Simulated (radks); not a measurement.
Excited configurations of He+: one electron is placed in a higher orbital outside the bare nucleus. The ground configuration is 1s1. Method: non-relativistic Kohn-Sham, PBE, spin-polarised, spherical densities, point nucleus; open shells are filled with parallel spins first; computed with a radial shooting solver on a logarithmic mesh with Libxc functionals. Excitation = E - E(ground); binding = E(ion) - E, where the ion is the core of charge +2; n* = 2/sqrt(2 binding) in atomic units, and the quantum defect is n - n*.

| outer orbital | excitation (eV) | binding (eV) | n* | quantum defect | <r> (bohr) |
|---|---|---|---|---|---|
| 2s | 40.139 | 14.114 | 1.964 | 0.036 | 2.908 |
| 4s | 50.547 | 3.706 | 3.832 | 0.168 | 11.39 |
| 5d | 51.851 | 2.402 | 4.760 | 0.240 | 16.35 |
| 5f | 51.878 | 2.376 | 4.786 | 0.214 | 15.03 |
| 7d | 52.987 | 1.267 | 6.555 | 0.445 | 33.02 |

The Delta-SCF ionisation energy is 54.253 eV (NIST Atomic Spectra Database: 54.418 eV, theoretical). Self-interaction in the functional shifts the binding energies and quantum defects, so they are the method's values and not measured ones.
